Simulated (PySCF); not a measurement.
# Unknown compound

An unknown has the formula C₆H₁₂F₂Si. Its calculated NMR data are:

¹H NMR (600 MHz, computed): δ 6.11 (m, 1H), 5.38 (m, 2H), 4.92 (m, 2H), 4.53 (m, 2H), 1.98 (q, 2H), 1.16 (t, 3H).

¹³C{¹H} NMR (computed): δ 168.2 (C), 120.2 (CH), 89.2 (CH2), 79.3 (CH2), 32.8 (CH2), 18.6 (CH3).

[PySCF: geometry from GFN2-xTB; GIAO PBE0/pcSseg-1 shieldings; no relativistic terms; equivalent nuclei averaged; a single conformation; no solvent model]

Shifts are taken against calculated references (same method and geometry level): ¹H (31.72 ppm) and ¹³C (186.93 ppm) against TMS.

Which candidate is it?
A. CC/C(=C/[SiH2]CF)CF
B. F[C@@H]1CCC[C@@](F)([SiH3])C1
C. C[C@@]1(F)C[C@@H](F)CC[SiH2]1

Answers

A. 

- Rings plus π bonds: 1 (no ring in the answer).
- 6 carbon signals for 6 carbons: no two carbons are equivalent.
- Carbon types of the structure: 1 × C, 1 × CH, 3 × CH2, 1 × CH3, leaving 2 H on heteroatoms.
- δC 168.2: fully substituted alkene carbon.
- δC 120.2: alkene CH; as expected for a trigonal carbon in a double bond.
- δC 89.2: allylic sp3 CH2 bonded to F; deshielded by the electronegative neighbour.
- δC 79.3: sp3 CH2 bonded to F and Si; deshielded by the electronegative neighbour.
- δH 1.98: hydrogen on an allylic sp3 CH2; allylic position.

The others: C[C@@]1(F)C[C@@H](F)CC[SiH2]1 would give 10 signals for carbon-bound and other non-exchanging H, not 6; F[C@@H]1CCC[C@@](F)([SiH3])C1 would give 10 signals for carbon-bound and other non-exchanging H, not 6.

Splittings by ¹⁹F in the carbon and heteronuclear signals aren't shown, as no couplings were computed. Shifts are as computed. Against solution values, carbons near 30 ppm lie about +3 ppm off and those near 130 ppm about +5 ppm. Of 1309 compounds with measured shifts, 239 miss one by over three times the rms of a fit or turn the order of signals round; such compounds aren't used in these exercises. No couplings were computed; multiplicities are counted from neighbouring protons, with m where these are inequivalent, close in shift, in a saturated or five-membered ring or joined by F or P, and br s for small geminal =CH2 splittings.
